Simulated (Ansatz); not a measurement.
CH7GeNSi can be A, `C=N[SiH2][GeH3]`, or B, `[CH2]1[SiH2][NH][GeH2]1`.

Computed with Ansatz on PBE0-D4/def2-TZVP structures; ΔE is electronic, products minus reactants. CCSD(T)/CBS adds triple-zeta CCSD(T) − MP2 to the extrapolated MP2 energy (def2 sets, frozen cores). Functionals use def2-TZVPP. B3LYP here is the variant with VWN-RPA as its local correlation; programs differ in this. For Ge outer-core shells are correlated without core-valence functions, which leaves a few kJ/mol of doubt a bond. Scalar relativity is left out up to krypton. Each species was taken in one conformer, which may not be the lowest.

Problem. Which isomer does CCSD(T)/CBS put lower? Give the gap. (An estimate is asked.)

Solution. The calculation gave: B, by 135.8 kJ/mol.

Problem. Give E(B) − E(A) in kJ/mol with HF/def2-TZVPP, B3LYP, CCSD/def2-TZVPP, B2PLYP, CCSD(T)/def2-TZVPP, ωB97M-V, PBE-D4. (Estimate.)

Solution. Computed: HF/def2-TZVPP -110.3, B3LYP -104.9, CCSD/def2-TZVPP -131.2, B2PLYP -121.3, CCSD(T)/def2-TZVPP -131.0, ωB97M-V -134.0, PBE-D4 -116.2. None reverses the order clearly.

Largest T1 diagnostic: 0.013.

The D4 term adds −5.1 kJ/mol with B3LYP and −2.3 kJ/mol with PBE0; it sums over pairs of atoms, weighted by their polarisabilities, and B3LYP, whose exchange is more repulsive, gets the larger term. From PBE to PBE0 (25 % exact exchange), in def2-TZVPP and without D4, E(B) − E(A) moves by −17.1 kJ/mol.
